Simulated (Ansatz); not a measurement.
Calculated with Ansatz (gas phase, PBE0-D4/def2-TZVP geometries, no zero-point term in ΔE). CCSD(T)/CBS adds triple-zeta CCSD(T) − MP2 to the extrapolated MP2 energy (def2 sets, frozen cores). This one scheme is used for every species. Functionals use def2-TZVPP. B3LYP here is the variant with VWN-RPA as its local correlation; programs differ in this.

Consider the hydrogenolysis of the Al–F bond: `[F][Al]1[CH2]O[SiH2]1` + H₂ → `[CH2]1O[SiH2][AlH]1` + H–F.

`[F][Al]1[CH2]O[SiH2]1`:

Z-matrix (Å, degrees):
```
C
Al 1 1.992
O 1 1.443 2 94.4
H 1 1.095 2 117.4 3 -114.6
H 1 1.094 2 117.5 3 114.6
F 2 1.648 1 135.6 3 -179.8
Si 2 2.412 1 73.8 3 0.1
H 7 1.490 2 123.7 1 -105.6
H 7 1.491 2 123.5 1 105.5
```

H₂:

```xyz
2

H    -0.037    0.360   -0.090
H     0.037   -0.360    0.090
```

`[CH2]1O[SiH2][AlH]1`:

Z-matrix (Å, degrees):
```
C
Al 1 2.001
O 1 1.447 2 97.8
H 1 1.096 2 116.8 3 116.1
H 1 1.096 2 116.7 3 -116.1
Si 2 2.424 1 71.7 3 0.3
H 2 1.591 1 136.0 3 -179.6
H 6 1.493 2 123.4 1 106.6
H 6 1.493 2 123.7 1 -107.1
```

H–F:

Cartesian coordinates in Å:
```
F -0.287 -0.163 -0.321
H 0.287 0.163 0.321
```

Is it downhill or uphill in electronic energy at CCSD(T)/CBS, and by how much? (Estimate.)

The calculation gave: Uphill: ΔE = +41.5 kcal/mol.

What do these levels give: PBE-D4, r2SCAN-D4, PBE0-D4, B3LYP-D4, B2PLYP, HF/def2-TZVPP, SCS-MP2/def2-TZVPP, CCSD/def2-TZVPP, CCSD(T)/def2-TZVPP, MP2/def2-QZVPP, SCS-MP2/def2-QZVPP, MP2/CBS(def2)? (Best estimate.)

Ansatz gave: PBE-D4 41.2, r2SCAN-D4 43.6, PBE0-D4 39.8, B3LYP-D4 42.7, B2PLYP 43.0, HF/def2-TZVPP 39.3, SCS-MP2/def2-TZVPP 42.2, CCSD/def2-TZVPP 40.6, CCSD(T)/def2-TZVPP 41.2, MP2/def2-QZVPP 43.2, SCS-MP2/def2-QZVPP 42.5, MP2/CBS(def2) 43.1 kcal/mol.

Largest T1 diagnostic among the species: 0.015.

From PBE to PBE0 (25 % exact exchange), in def2-TZVPP and without D4, ΔE moves by −1.4 kcal/mol. In def2-TZVPP, CCSD(T) changes the Hartree–Fock value by +1.9 kcal/mol (the triples alone add +0.6 kcal/mol) and MP2 by +3.6 kcal/mol.
